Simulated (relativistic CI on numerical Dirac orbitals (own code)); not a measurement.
What each ingredient does to the levels of Hg71+

Base calculation: Dirac-Coulomb-Breit CI, orbitals from a KLI potential per configuration, QED by a radiative potential, unscaled Slater integrals.

Configurations in the expansion (outside the closed core 1s2): 2s2.2p5, 2s.2p6, 2s2.2p4.3s, 2p6.3s, 2p6.3p, 2s2.2p4.3p, 2p6.3d, 2s2.2p4.3d, 2s.2p5.3s, 2s.2p5.3p, 2s.2p5.3d, 2s2.2p4.4s, 2s2.2p4.4p, 2s2.2p4.4d, 2s2.2p4.4f, 2s2.2p3.3s2, 2s2.2p3.3s.3p, 2s.2p5.4s, 2s2.2p4.5s, 2s2.2p3.3s.3d, 2s2.2p4.5p, 2s2.2p3.3p2, 2s2.2p4.5d, 2s.2p5.4p, 2s2.2p4.5f, 2s2.2p4.5g, 2s.2p5.4d, 2s.2p5.4f, 2s2.2p3.3p.3d, 2s.2p4.3s2, 2s2.2p3.3d2, 2s.2p4.3s.3p, 2s.2p4.3s.3d, 2s.2p4.3p2, 2s.2p5.5s, 2s.2p4.3p.3d. Levels of other configurations are missing.

The lowest level and the first level of each name with at least 55 % of one term (blank where a level has no safe partner in the second run):

```
             Level  Base (eV)  Shift (eV)
   2s2.2p5 2P°_3/2        0.0         0.0
   2s2.2p5 2P°_1/2     1998.6        -0.1
     2s.2p6 2S_1/2     2541.8        +0.4
 2s2.2p4.3s 4P_5/2     9908.4        -1.6
 2s2.2p4.3s 2P_3/2     9920.8        -1.7
 2s2.2p4.3s 2S_1/2     9982.1        -1.8
2s2.2p4.3p 2P°_1/2    10133.2        -1.7
2s2.2p4.3p 4D°_7/2    10627.4        -1.4
 2s2.2p4.3d 2D_3/2    10861.5        -1.8
 2s2.2p4.3d 4F_9/2    10919.4        -1.6
 2s2.2p4.3d 2P_1/2    10935.3        -1.7
 2s2.2p4.3s 4P_3/2    11918.3        -1.1
 2s2.2p4.3s 2P_1/2    11929.1        -1.1
 2s2.2p4.3s 2D_5/2    11938.4        -1.0
```

At this charge energies of transitions that change n are usually good to better than 1 %, and those within a shell (Δn = 0) to a few per cent.

(1) One thing was changed in a second run, which moved the levels as shown. Which?
A. configuration mixing switched off
B. Breit term removed
C. QED terms removed
D. valence Slater integrals scaled by 0.9
E. one mean potential for all configurations

Results:

(1) E. One mean potential for all configurations. One potential for all configurations removes the relaxation of the orbitals, which moves whole configurations and changes the integrals a little.

LS names give the leading component of a level, which can be under half, so a name can repeat, a term be missing and a line seem to break the LS rules.
